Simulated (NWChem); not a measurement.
Two isomers of C4H4ClF, each optimised at PBE-D3(BJ)/def2-SVP with NWChem. Flexible species stand in one conformer each, which need not be the lowest. 

A: C(=C=C(Cl)C)F
B: C1(F)=C(CC1)Cl

### Question
Which is lower in energy, by how much, and how do their other properties compare?

### Answer
B is lower by 11.6 kcal/mol in electronic energy; with zero-point energies, B − A = -10.1 kcal/mol.
|  | A | B |
|---|---|---|
| highest occupied level (eV) | -6.30 | -5.60 |
| orbital gap (eV) | 4.79 | 5.09 |
| dipole (D) | 1.83 | 1.88 |
| highest harmonic frequency (cm⁻¹) | 3096 | 3055 |
| zero-point energy (kcal/mol) | 41.4 | 42.9 |
